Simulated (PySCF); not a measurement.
Correlation energy of O³⁺ (oxygen, charge +3)

[He] 2s2 2p1, 2P determinant. All numbers are calculated (PySCF 2.14, no relativity, point nucleus, in def2-TZVP). Frozen: 1s2; 3 electrons correlated.

MP2 pair energies summed by pair of shells (mhartree):

| pair | energy | share (%) |
| --- | --- | --- |
| 2s-2s | -36.49 | 60.8 |
| 2s-2p | -23.52 | 39.2 |

Total MP2 correlation energy: -60.01 mhartree.

Same-spin part -3.49 and opposite-spin part -56.52 mhartree; SCS-MP2 scales them by 1/3 and 6/5 to -68.98 mhartree.

```json
{"level": "CCSD", "correlation energy (mhartree)": "-89.82"}
{"level": "(T)", "correlation energy (mhartree)": "-0.92"}
{"level": "CCSD(T)", "correlation energy (mhartree)": "-90.74"}
```

Diagnostics: T1 = 0.0054, D1 = 0.0103, largest double amplitude 0.136.

Cost of the coupled-cluster step: 0.29 s of wall time on 1 thread of Neoverse-V1 (shared host), for 3 correlated electrons.

Iterations:

```
CC2 = 0
CCSD nocc = (np.int64(2), np.int64(1)), nmo = (30, 30)
frozen orbitals [[0], [0]]
max_cycle = 100
direct = 0
conv_tol = 1e-08
conv_tol_normt = 1e-06
diis_space = 8
diis_start_cycle = 0
Init t2, MP2 energy = -0.0600094646959164
Init E_corr(UCCSD) = -0.0600094646960162
cycle = 1  E_corr(UCCSD) = -0.0768278238856307  dE = -0.0168183592  norm(t1,t2) = 0.0492483
cycle = 2  E_corr(UCCSD) = -0.0836154194134293  dE = -0.00678759553  norm(t1,t2) = 0.0240814
cycle = 3  E_corr(UCCSD) = -0.0899014210677444  dE = -0.00628600165  norm(t1,t2) = 0.0121674
cycle = 4  E_corr(UCCSD) = -0.0897964739725062  dE = 0.000104947095  norm(t1,t2) = 0.000640298
cycle = 5  E_corr(UCCSD) = -0.0898295919090913  dE = -3.31179366e-05  norm(t1,t2) = 7.46353e-05
cycle = 6  E_corr(UCCSD) = -0.0898193577299746  dE = 1.02341791e-05  norm(t1,t2) = 1.65927e-05
cycle = 7  E_corr(UCCSD) = -0.0898216898665131  dE = -2.33213654e-06  norm(t1,t2) = 4.45309e-06
cycle = 8  E_corr(UCCSD) = -0.0898216460317656  dE = 4.38347476e-08  norm(t1,t2) = 2.50768e-07
cycle = 9  E_corr(UCCSD) = -0.0898216304661615  dE = 1.5565604e-08  norm(t1,t2) = 6.36949e-08
cycle = 10  E_corr(UCCSD) = -0.0898216155384586  dE = 1.49277029e-08  norm(t1,t2) = 3.05182e-08
cycle = 11  E_corr(UCCSD) = -0.0898216178335985  dE = -2.29513991e-09  norm(t1,t2) = 1.5129e-08
UCCSD converged
E(UCCSD) = -71.18618369525946  E_corr = -0.08982161783359854
UCCSD(T) correction = -0.000921518588359858
```
